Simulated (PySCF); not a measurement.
# Two-dimensional NMR puzzle

Compound of formula C9H13N. Correlations simulated from computed shifts and the bond graph:

HSQC (one-bond C–H):
| δH | δC |
| --- | --- |
| 7.03 | 133.1 |
| 7.00 | 130.3 |
| 6.70 | 122.8 |
| 6.48 | 117.8 |
| 2.26 | 32.8 |
| 1.25 | 22.8 |

COSY cross peaks (H two or three bonds apart, from the bond graph; peaks can be absent where the dihedral angle is near 90°):
| δH | δH |
| --- | --- |
| 7.03 | 6.70 |
| 7.03 | 6.48 |
| 7.00 | 6.70 |
| 2.26 | 1.25 |

HMBC (two and three bonds, from the bond graph):
| δH | δC |
| --- | --- |
| 7.03 | 150.2, 130.3, 122.8, 117.8 |
| 7.00 | 150.2, 135.1, 133.1, 122.8, 32.8 |
| 6.70 | 135.1, 133.1, 130.3, 117.8 |
| 6.48 | 150.2, 135.1, 133.1, 122.8 |
| 2.26 | 150.2, 135.1, 130.3, 22.8 |
| 1.25 | 135.1, 32.8, 22.8 |

Carbons without hydrogens: δ 150.2, 135.1.

- σ from GIAO-B3LYP/pcSseg-1
- structure optimised with PBE0-D3(BJ)/def2-SVP
- code: PySCF 2.14
- relativity neglected, no solvent model, one computed conformer, fast rotation and ring inversion assumed for equivalent nuclei

Chemical shifts δ = σref − σ; TMS for $^{1}$H, $^{13}$C, all at this level.

Exchangeable hydrogens are left out of these lists.

Work out the connectivity.

## Answers

`CC(C)c1ccccc1N`.

Numbering as in the mapped SMILES `[CH3:1][CH:2]([CH3:3])[c:4]1[cH:5][cH:6][cH:7][cH:8][c:9]1[NH2:10]`. Hydrogens are named by the atom that carries them.

1. δC 150.2 is C9, an aromatic carbon bearing nitrogen.
2. δC 135.1 is C4, a substituted aromatic carbon.
3. δC 133.1 is C7, an aromatic CH (δH 7.03).
4. δC 130.3 is C5, an aromatic CH (δH 7.00).
5. δC 122.8 is C6, an aromatic CH (δH 6.70).
6. δC 117.8 is C8, an aromatic CH (δH 6.48).
7. δC 32.8 is C2, an sp3 CH on an aromatic ring (δH 2.26).
8. δC 22.8 is C1/C3, a methyl carbon (δH 1.25).
9. HMBC from δH 7.03 reaches the proton-free carbon C9.
10. HMBC from δH 7.00 reaches the proton-free carbons C9, C4.
11. HMBC from δH 6.70 reaches the proton-free carbon C4.
12. HMBC from δH 6.48 reaches the proton-free carbons C9, C4.
13. COSY links 7.03–6.70, 7.03–6.48, 7.00–6.70, 2.26–1.25.

The data come from this structure; uniqueness wasn't tested.

OH and NH positions are those of a molecule without intermolecular hydrogen bonds; in solution they move with solvent, concentration and temperature, and exchange usually removes their couplings. Shifts are as computed. Against solution values, carbons near 30 ppm lie about +2 ppm off and those near 130 ppm about +6 ppm. Of 1211 compounds with measured shifts, 218 miss one by over three times the rms of a fit or turn the order of signals round; such compounds aren't used in these exercises.
